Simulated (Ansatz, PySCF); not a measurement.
1,2,4-triazole cation (C₂H₃N₃), SMILES [nH]1cncn1 (connectivity only; charge and spin as stated), charge +1, multiplicity 2. Atoms are numbered in the order given.

```xyz
8

C     -0.0379     1.1991     0.0000
N      1.0446     0.4063     0.0000
C      0.7226    -0.8841     0.0000
N     -0.5962    -0.8889     0.0000
N     -1.0546     0.3722     0.0000
H     -0.0796     2.2884     0.0000
H      1.4092    -1.7320     0.0000
H     -1.2564    -1.6690     0.0000
```
Charge +1, spin multiplicity 2.

Geometry optimised at PBE0-D3(BJ)/def2-SVP. The multiplicity is an assumed one; other spin states were not compared.

Two levels are set side by side: PBE-D3(BJ)/def2-SVP (Ansatz, a quantum-chemistry and plane-wave program) and PBE0-D3(BJ)/def2-SVP (Ansatz). Each level has its own optimised geometry; the coordinates shown are those of the second. Frequencies come from the Hessian of PySCF at each geometry. Differences are taken from unrounded values.

| quantity | PBE0-D3(BJ) | PBE-D3(BJ) | PBE-D3(BJ) minus PBE0-D3(BJ) |
|---|---|---|---|
| mean bond length (Å) | 1.231 | 1.242 | 0.011 |
| bond C1–N2 (Å) | 1.342 | 1.349 | 0.007 |
| bond C1–N5 (Å) | 1.311 | 1.327 | 0.017 |
| bond N2–C3 (Å) | 1.330 | 1.344 | 0.014 |
| bond C3–N4 (Å) | 1.319 | 1.332 | 0.013 |
| bond N4–N5 (Å) | 1.342 | 1.356 | 0.014 |
| bond C1–H6 (Å) | 1.090 | 1.098 | 0.008 |
| bond C3–H7 (Å) | 1.091 | 1.098 | 0.007 |
| bond N4–H8 (Å) | 1.022 | 1.030 | 0.008 |
| highest harmonic wavenumber (cm⁻¹) | 3585 | 3476 | -109 |
| mean harmonic wavenumber (cm⁻¹) | 1458 | 1409 | -49 |
| zero-point energy (kcal/mol) | 37.52 | 36.26 | -1.26 |

Exact exchange shortens and stiffens bonds; PBE has none. Differences between two approximate levels are no errors against the true value.
